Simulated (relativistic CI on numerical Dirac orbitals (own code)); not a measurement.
Radial parameters of Yb⁶⁷⁺

Computed by Dirac-Coulomb-Breit CI, orbitals from a KLI potential per configuration, QED by a radiative potential, unscaled Slater integrals (own radial code, finite nucleus).

Slater integrals F^k, G^k are unscaled and averaged over j, outside the closed core 1s2; ζ comes from projecting the Hamiltonian with its Breit term on Σ l·s of the shell.

- 2p: ζ(2p) = 6.2826e+06 cm⁻¹; <r>(2p) = 0.06914, <r^2>(2p) = 0.005812 (bohr units).
- 3p: ζ(3p) = 1.8723e+06 cm⁻¹; <r>(3p) = 0.175, <r^2>(3p) = 0.03556 (bohr units).
- 3d: ζ(3d) = 322140 cm⁻¹; <r>(3d) = 0.1513, <r^2>(3d) = 0.02623 (bohr units).

Averages of the first 10 configurations, taken without configuration mixing, which lowers the lowest level and can move excited configurations by several eV; other configurations of the list can lie among them:

| Configuration | Parity | States | Average energy above the lowest level (eV) |
| --- | --- | --- | --- |
| 2s | even | 2 | 0.0 |
| 2p | odd | 6 | 957.0 |
| 3s | even | 2 | 9816.4 |
| 3p | odd | 6 | 10096.8 |
| 3d | even | 10 | 10285.0 |
| 4s | even | 2 | 13182.9 |
| 4p | odd | 6 | 13299.8 |
| 4d | even | 10 | 13379.1 |
| 4f | odd | 14 | 13408.1 |
| 5s | even | 2 | 14716.0 |
